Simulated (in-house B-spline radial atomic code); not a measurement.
A run on Ti⁻ that did not converge. Method: scalar-relativistic (X2C) PBE0, spin-polarised, spherical fractional occupations, Fermi nucleus of rms radius 3.5921 fm; computed with an all-electron radial atomic-structure program (B-spline basis).

Command:
```bash
python run_scf.py task.json out
```
Settings (nuclear radius in fm, mass in u):
```
Z                22
configuration    [Ar] 3d3 4s2
hamiltonian      x2c
method           pbe0
spin_polarised   True
nucleus          fermi
rms_radius       3.5921
atomic_mass      47.94794
speed_of_light   137.035999084
```

First and last ten iterations of the last attempt (damped for 15 steps, keeping 80 % of the old Fock matrix, then DIIS):
```
 iter        energy (Eh)    residual
    1        -849.745924    2.97e-01
    2        -849.865311    2.78e-01
    3        -851.571059    1.81e-01
    4        -852.522253    1.10e-01
    5        -853.027555    6.28e-02
    6        -853.281015    3.91e-02
    7        -853.398436    2.39e-02
    8        -851.985658    8.18e-02
    9        -853.224905    4.48e-02
   10        -853.371157    2.63e-02
  111        -851.861020    7.86e-02
  112        -851.861107    7.85e-02
  113        -851.068886    9.61e-02
  114        -851.031320    1.24e-01
  115        -851.037410    1.17e-01
  116        -853.446433    8.82e-03
  117        -851.207133    7.86e-02
  118        -853.450339    8.50e-03
  119        -853.377509    4.99e-02
  120        -853.446621    1.01e-02
 not converged after 120 iterations
```

The smallest residual met was 8.0e-03; the threshold is about 2e-07. No energy from this run should be used.Radii and densities under X2C are those of the two-component orbitals, without the picture-change correction, which makes inner s shells of heavy atoms about 5 % too small.
